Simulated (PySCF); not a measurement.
Delta-SCF ions had no search for a lower state. Excitations are Tamm–Dancoff values on a coarser integration grid. The basis has no diffuse functions, so Rydberg states are missing or too high.

Cartesian coordinates (Å):
```xyz
8

B      1.6305    -0.1113     0.0581
C      0.3630     0.3754    -0.1684
C     -1.0061    -0.1838     0.0785
H      2.7366    -0.4724     0.2269
H      0.3949     1.3736    -0.6204
H     -0.9645    -1.1764     0.5284
H     -1.5810     0.4607     0.7503
H     -1.5734    -0.2658    -0.8534
```
Charge 0, multiplicity 1.

What is the computed brightest of the four lowest singlets (TDA), S1 excitation (TDA), total energy, dipole moment and vertical ionisation energy (Delta-SCF) (PBE0-D4/def2-TZVP (PySCF))?


The brightest of the four lowest singlets (TDA) comes out as 6.58 eV and the S1 excitation (TDA) comes out as 2.97 eV. The total energy is -2827.05 eV. The dipole moment is 0.043 e·Å and the vertical ionisation energy (Delta-SCF) is 8.59 eV.
